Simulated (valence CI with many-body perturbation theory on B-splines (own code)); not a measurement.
# Fe XXI: E2, M1 decay

Method: relativistic CI+MBPT: four valence electrons over a frozen Dirac-Fock core [He], a basis of 11 s, 11 p, 10 d, 8 f, 5 g, 2 h functions for each j, with the one-electron correlation potential Σ1 (screened to all orders), the two-electron term Σ2, the three-electron term Σ3, Breit, model QED; selected single and double excitations, second order for the rest, scaled by the run's own slope (own B-spline code, finite nucleus).

No measured levels were compared; by estimate levels of excited configurations hold to 0.05 to 0.15 % of their energy, terms of the ground configuration to about 0.5 %. Among the levels kept, up to 1000 cm⁻¹ of a level comes from second order outside the variational space, and about a tenth of that is noise between levels of different J, which matters for small intervals.

Lines 1 to 28 of 28 in falling wavelength, among levels below 86.081 Ry, chosen from the decays that carry over 1 % of a level's rate. Wavelengths and rates use the calculated energies, so an error of 500 cm⁻¹ moves a line at 785.3 Å by 0.39 % and its rate by three times that or more. Electric multipoles are in the length gauge with retardation, E1 and E2 with the static RPA response of the core. M1 uses the relativistic operator with retardation. Weak lines are less certain than strong ones. Lines between different terms over intervals too small for the method are left out, as are lines whose strength nearly cancels. The highest levels of a list are the least certain.

Names give the largest LS component (configuration and term), which can be under half, so a name can repeat, a term be missing and a line seem to break the LS rules; names also repeat where a configuration has a term twice. Letters in brackets count levels of one name in rising energy.

| λ vac (Å) | Upper | Lower | Type | A (s⁻¹) | Branch % |
| --- | --- | --- | --- | --- | --- |
| 2296 | 2s2 2p2 3P_2 | 2s2 2p2 3P_1 | M1 | 8.52e+02 | 99.9 |
| 1355 | 2s2 2p2 3P_1 | 2s2 2p2 3P_0 | M1 | 6.54e+03 | 100.0 |
| 785.3 | 2s2 2p2 1D_2 | 2s2 2p2 3P_2 | M1 | 1.52e+04 | 48.7 |
| 585.2 | 2s2 2p2 1D_2 | 2s2 2p2 3P_1 | M1 | 1.60e+04 | 51.3 |
| 335.2 | 2s2 2p2 1S_0 | 2s2 2p2 3P_1 | M1 | 1.37e+05 | 99.9 |
| 13.77 | 2s2 2p 3d 3F°_4 | 2s 2p3 3P°_2 | E2 | 5.67e+07 | 3.8 |
| 13.17 | 2s 2p2 3p 5D°_4 | 2s 2p3 3D°_3 | E2 | 7.79e+07 | 1.8 |
| 12.95 | 2s 2p2 3p 3F°_4 | 2s 2p3 3P°_2 | E2 | 4.52e+08 | 4.4 |
| 12.95 | 2s 2p2 3p 1S°_0 | 2s 2p3 1D°_2 | E2 | 3.88e+09 | 1.1 |
| 12.95 | 2s2 2p 3p 3D_1 | 2s2 2p2 3P_2 | E2 | 1.47e+09 | 3.1 |
| 12.92 | 2s2 2p 3p 3P_1 [b] | 2s2 2p2 1D_2 | E2 | 2.86e+09 | 1.4 |
| 12.87 | 2s2 2p 3p 3D_1 | 2s2 2p2 3P_1 | E2 | 1.48e+09 | 3.1 |
| 12.85 | 2s2 2p 3p 3D_2 | 2s2 2p2 3P_2 | E2 | 1.14e+09 | 1.7 |
| 12.79 | 2s 2p2 3p 5D°_2 | 2s 2p3 5S°_2 | E2 | 1.66e+09 | 10.7 |
| 12.72 | 2s 2p2 3p 3F°_4 | 2s 2p3 3D°_3 | E2 | 1.70e+09 | 16.5 |
| 12.71 | 2s 2p2 3p 5D°_3 | 2s 2p3 5S°_2 | E2 | 1.86e+09 | 8.7 |
| 12.69 | 2s2 2p 3p 3D_3 | 2s2 2p2 3P_2 | E2 | 1.52e+09 | 2.8 |
| 12.68 | 2s 2p2 3p 3F°_4 | 2s 2p3 3D°_2 | E2 | 9.71e+08 | 9.4 |
| 12.66 | 2s2 2p 3p 3D_2 | 2s2 2p2 3P_0 | E2 | 1.30e+09 | 1.9 |
| 12.64 | 2s 2p2 3p 5D°_4 | 2s 2p3 5S°_2 | E2 | 2.16e+09 | 48.8 |
| 12.62 | 2s2 2p 3p 3D_3 | 2s2 2p2 3P_1 | E2 | 1.01e+09 | 1.9 |
| 11.97 | 2s 2p2 3d 5D_4 | 2s2 2p2 1D_2 | E2 | 3.89e+07 | 1.1 |
| 11.79 | 2s 2p2 3d 5D_4 | 2s2 2p2 3P_2 | E2 | 3.82e+08 | 11.1 |
| 11.27 | 2p3 3d 5D°_3 | 2s 2p3 5S°_2 | E2 | 9.21e+09 | 7.6 |
| 11.27 | 2p3 3d 5D°_0 | 2s 2p3 5S°_2 | E2 | 9.61e+09 | 4.4 |
| 11.27 | 2p3 3d 5D°_2 | 2s 2p3 5S°_2 | E2 | 8.84e+09 | 3.6 |
| 11.27 | 2p3 3d 5D°_1 | 2s 2p3 5S°_2 | E2 | 9.59e+09 | 2.3 |
| 11.27 | 2p3 3d 5D°_4 | 2s 2p3 5S°_2 | E2 | 9.56e+09 | 18.4 |
